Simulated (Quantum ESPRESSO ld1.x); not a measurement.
Problem. Zn XI, configuration [Ar] 3d2. Calculated with ld1.x of Quantum ESPRESSO 7.5: Dirac Kohn-Sham, relativistic LDA (MacDonald-Vosko exchange, VWN5 correlation), spin-unpolarised, spherical densities, point nucleus; open shells fill j = l - 1/2 first.

Spin-orbit splittings of the eigenvalues, e(l+1/2) - e(l-1/2), with zeta = 2 splitting/(2l+1) and mean radii in bohr:

| shell | occ. | splitting (eV) | zeta (eV) | <r> j=l-1/2 | <r> j=l+1/2 |
|---|---|---|---|---|---|
| 2p | 6 | 23.71 | 15.81 | 0.1960 | 0.1993 |
| 3p | 6 | ? | ? | 0.6237 | 0.6306 |
| 3d | 2 | 0.6763 | 0.2705 | 0.6041 | 0.6061 |

Estimate the 3p splitting.

Solution. 3.993 eV (zeta = 2.662 eV).
